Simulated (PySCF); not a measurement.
# SMILES O[C@H]1C[C@@]12CCOC2, C₆H₁₀O₂

Molfile (atoms numbered from 1):
```
C6H10O2
     RDKit          3D

 18 19  0  0  0  0  0  0  0  0999 V2000
    2.0299    1.1608    0.6838 O   0  0  0  0  0  0  0  0  0  0  0  0
    1.5562    0.2267   -0.2312 C   0  0  1  0  0  0  0  0  0  0  0  0
    1.2853   -1.1873    0.2096 C   0  0  0  0  0  0  0  0  0  0  0  0
    0.1441   -0.2587   -0.0854 C   0  0  1  0  0  0  0  0  0  0  0  0
   -0.7580    0.2782    1.0128 C   0  0  0  0  0  0  0  0  0  0  0  0
   -1.9827    0.7262    0.2110 C   0  0  0  0  0  0  0  0  0  0  0  0
   -2.0743   -0.1801   -0.8700 O   0  0  0  0  0  0  0  0  0  0  0  0
   -0.7575   -0.4396   -1.3042 C   0  0  0  0  0  0  0  0  0  0  0  0
    2.9209    0.9171    0.9590 H   0  0  0  0  0  0  0  0  0  0  0  0
    1.9374    0.3701   -1.2418 H   0  0  0  0  0  0  0  0  0  0  0  0
    1.4940   -1.9899   -0.4812 H   0  0  0  0  0  0  0  0  0  0  0  0
    1.4751   -1.4275    1.2456 H   0  0  0  0  0  0  0  0  0  0  0  0
   -1.0275   -0.5166    1.7106 H   0  0  0  0  0  0  0  0  0  0  0  0
   -0.2884    1.0952    1.5561 H   0  0  0  0  0  0  0  0  0  0  0  0
   -2.9192    0.6733    0.7658 H   0  0  0  0  0  0  0  0  0  0  0  0
   -1.8380    1.7498   -0.1653 H   0  0  0  0  0  0  0  0  0  0  0  0
   -0.7338   -1.4557   -1.7055 H   0  0  0  0  0  0  0  0  0  0  0  0
   -0.4723    0.2643   -2.1015 H   0  0  0  0  0  0  0  0  0  0  0  0
  1  2  1  0
  2  3  1  0
  4  3  1  1
  4  5  1  0
  5  6  1  0
  6  7  1  0
  7  8  1  0
  4  2  1  0
  8  4  1  0
  1  9  1  0
  2 10  1  6
  3 11  1  0
  3 12  1  0
  5 13  1  0
  5 14  1  0
  6 15  1  0
  6 16  1  0
  8 17  1  0
  8 18  1  0
M  END
```

Method used: TDDFT CAM-B3LYP/def2-SVPD circular dichroism and optical rotation, one conformer, gas phase in PySCF. Geometry: GFN2-xTB.

The molecule is flexible and this is one conformer; a measurement averages over conformers.

Question: Draw the ECD and absorption spectra from the lowest 12 states, each a Gaussian of half-width 0.2 eV at 1/e height.

Answer: 
| E (eV) | λ (nm) | Δε (L mol⁻¹ cm⁻¹) | ε (L mol⁻¹ cm⁻¹) |
| --- | --- | --- | --- |
| 6.51 | 190 | -0.03 | 0.641 |
| 6.66 | 186 | -0.70 | 16.8 |
| 6.81 | 182 | -5.34 | 165 |
| 6.96 | 178 | -12.44 | 692 |
| 7.11 | 174 | -8.25 | 1380 |
| 7.26 | 171 | -7.03 | 1570 |
| 7.41 | 167 | -13.41 | 1440 |
| 7.56 | 164 | -0.05 | 1140 |
| 7.71 | 161 | +28.20 | 1950 |
| 7.86 | 158 | +29.01 | 3420 |
| 8.01 | 155 | +8.59 | 4220 |
| 8.16 | 152 | +1.75 | 4570 |

Δε uses R in velocity form, ε uses f in length form. Only the states computed contribute, so the short-wavelength end is incomplete.
